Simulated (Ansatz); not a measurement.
`C=CN[SiH3]` + `OB(O)O` → `C=COB(O)O` + `N[SiH3]`  (substitution at a C–N bond)

Program: Ansatz. Geometries: PBE0-D4/def2-TZVP. ΔE: electronic, gas phase. CCSD(T)/CBS is the MP2 limit (def2-TZVPP, def2-QZVPP) plus CCSD(T) − MP2 in def2-TZVPP, frozen cores. This one scheme is used for every species. One conformer a species, not always the lowest.

`C=CN[SiH3]`:

```xyz
11

C     1.191    1.085    1.446
C     0.577    0.689    0.332
N    -0.088   -0.507    0.138
Si   -1.065   -0.903   -1.231
H     1.206    0.475    2.343
H     1.701    2.037    1.475
H     0.585    1.333   -0.544
H    -0.092   -1.119    0.940
H    -1.241   -2.376   -1.222
H    -2.410   -0.262   -1.215
H    -0.362   -0.452   -2.460
```

`OB(O)O`:

Z-matrix (Å, degrees):
```
B
O 1 1.366
O 1 1.366 2 120.0
O 1 1.366 2 120.0 3 180.0
H 2 0.960 1 112.2 3 -0.0
H 3 0.960 1 112.2 2 180.0
H 4 0.960 1 112.2 2 0.0
```

`C=COB(O)O`:

Z-matrix (Å, degrees):
```
C
C 1 1.322
H 1 1.083 2 121.5
H 1 1.081 2 119.6 3 180.0
O 2 1.361 1 121.7 3 0.0
H 2 1.086 1 123.1 3 -180.0
B 5 1.373 2 122.4 1 -179.8
O 7 1.363 5 118.9 2 -179.9
O 7 1.361 5 120.6 2 0.1
H 8 0.960 7 112.4 5 0.0
H 9 0.959 7 112.1 5 180.0
```

`N[SiH3]`:

```xyz
7

N     0.622   -0.432    0.751
Si   -0.293    0.325   -0.493
H     0.874   -1.404    0.663
H     0.442   -0.198    1.714
H     0.358    0.013   -1.792
H    -1.723   -0.093   -0.601
H    -0.279    1.790   -0.243
```

| species | HF/CBS(def2) energy (Eh) |
| --- | --- |
| `C=CN[SiH3]` | -423.27263 |
| `OB(O)O` | -251.32754 |
| `C=COB(O)O` | -328.22695 |
| `N[SiH3]` | -346.36472 |

(1) Work out ΔE.

Largest T1 diagnostic among the species: 0.012.

Results:

(1) ΔE = (-328.22695) + (-346.36472) − (-423.27263) − (-251.32754) = 0.00850 Eh = +22.3 kJ/mol. CCSD(T)/CBS gives +28.2 kJ/mol.

In def2-TZVPP, CCSD(T) changes the Hartree–Fock value by +5.0 kJ/mol (the triples alone add +0.5 kJ/mol) and MP2 by +10.1 kJ/mol.
